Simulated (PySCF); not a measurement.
Al(H)3(OMe2), C₂H₉AlO, singlet at its CAM-B3LYP/def2-SVP optimised geometry (Å):

```
13

Al     0.1809    -1.7690     0.0000
H     -0.5731    -2.1209    -1.3631
H      1.7785    -1.7690     0.0000
H     -0.5182    -2.1787     1.3769
C      0.3181     1.0081     1.0590
O     -0.1699     0.1964     0.0000
C     -0.8950     0.8953    -1.0029
H     -0.5218     1.4964     1.5774
H      0.8526     0.3560     1.7595
H      1.0088     1.7690     0.6631
H     -0.2501     1.6550    -1.4721
H     -1.7785     1.3803    -0.5587
H     -1.2088     0.1581    -1.7496
```

Computed with CAM-B3LYP/def2-TZVP (PySCF). Cells within 0.4 Å of a nucleus heavier than hydrogen are left out (blank, or x).

Map of the deformation density (molecule minus spherical neutral atoms) (e/bohr³) on the plane z = 0.0 Å:

```
|11111111111111111111111111111|
|11111111111111111111111111111|
|11111111111111111111111111111|
|11111111111111111111111111111|
|11111111111111111111111111111|
|11111111111111111111111111111|
|11111111111111111111111111111|
|11111111111100011101111111111|
|11111110111000001111111111111|
|11111100111000000111111111111|
|11111111110000000011111111111|
|11111111110000010001111111111|
|1111111100012x131001111111111|
|1111111110126xx62111111111111|
|1111111111128xx62111111111111|
|11111111111247742111111111111|
|11111111111123321111111111111|
|11111111111111110112211111111|
|11111111111000110123221111111|
|11111111111001xx1245521111111|
|11111111111001xxx357941111111|
|11111111111111xx1246631111111|
|11111111111111111133321111111|
|11111111111110000112211111111|
|11111111111110000011111111111|
|11111111111111000111111111111|
|11111111111111111111111111111|
|11111111111111111111111111111|
|11111111111111111111111111111|
```
Scale: ten equal steps from -0.016 (start of '0') to 0.083 (end of '9'), in the order '0123456789'; x runs from -4.00 to 4.00, y from -4.00 (bottom) to 4.00 (top).
